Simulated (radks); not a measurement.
Values are calculated unless marked as measured or tabulated.
Species: the copper ion Cu26+. Configuration: [He] 2s1. Level of theory: Dirac Kohn-Sham, PBE, spin-unpolarised, spherical densities, point nucleus (a radial shooting solver on a logarithmic mesh with Libxc functionals). Some entries of the table are withheld. Estimate them.

orbital  occ.  eigenvalue (eV)  <r> (bohr)  r(max) (bohr)
1s1/2       2        -10735.50     0.05175            (1)
2s1/2       1        -2534.869         (2)         0.1846
2p1/2       0        -2480.692         (3)            (4)
2p3/2       0        -2453.385         (5)            (6)
3s1/2       0              (7)      0.4876         0.4701

Answer. 
(1) 1s1/2 r(max) (bohr): 0.03401
(2) 2s1/2 <r> (bohr): 0.2129
(3) 2p1/2 <r> (bohr): 0.1798
(4) 2p1/2 r(max) (bohr): 0.1430
(5) 2p3/2 <r> (bohr): 0.1825
(6) 2p3/2 r(max) (bohr): 0.1454
(7) 3s1/2 eigenvalue (eV): -1093.622
